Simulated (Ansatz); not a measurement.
Species: H$_{2}$BrOSi, SMILES `[O-][SiH2]Br` (charge -1, multiplicity 1), formula H2BrOSi.

Question: How many basis functions does frozen-core CCSD(T)/def2-TZVPD // CAM-B3LYP-D3(BJ)/def2-TZVPD in Ansatz (a quantum-chemistry and plane-wave program) use, how many core orbitals are frozen, and how many electrons are correlated?

Answer: 158 basis functions and 15 frozen orbitals, which leaves 30 correlated electrons (filled d shells below the valence shell are correlated). Core time is of the order of seconds.
